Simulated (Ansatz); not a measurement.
`N[SiH](N)F` and `N[SiH](F)C[SiH3]` differ in one atom or group.

Ansatz, PBE0-D4/def2-TZVP geometries, multiplicity 1. Each molecule was computed in one conformer, which needn't be the lowest.

```
                                      property  `N[SiH](N)F`
         LUMO energy (ωB97M-V/def2-TZVPP) / eV          2.40
             HOMO energy (PBE/def2-TZVPP) / eV         -6.18
size of the dipole moment (PBE/def2-TZVPP) / D          1.94
       HOMO–LUMO gap (ωB97M-V/def2-TZVPP) / eV         12.45
           LUMO energy (B3LYP/def2-TZVPP) / eV          0.64
         HOMO energy (ωB97M-V/def2-TZVPP) / eV        -10.04
```

Task: What does the change do to each property? (An estimate is asked.)

Result: The calculation gave: 
```tsv
property	`N[SiH](F)C[SiH3]`	shift
LUMO energy (ωB97M-V/def2-TZVPP) / eV	1.98	-0.42
HOMO energy (PBE/def2-TZVPP) / eV	-6.53	-0.35
size of the dipole moment (PBE/def2-TZVPP) / D	1.28	-0.66
HOMO–LUMO gap (ωB97M-V/def2-TZVPP) / eV	12.42	-0.03
LUMO energy (B3LYP/def2-TZVPP) / eV	0.24	-0.40
HOMO energy (ωB97M-V/def2-TZVPP) / eV	-10.43	-0.39
```

With PBE0 the HOMO falls by 0.36 eV and the LUMO falls by 0.50 eV, so the gap narrows by about 0.14 eV. PBE moves the HOMO by -0.35 eV and ωB97M-V by -0.39 eV. Dipoles are sizes alone; their direction can turn.

B3LYP here is the variant with VWN-RPA as its local correlation; programs differ in this.
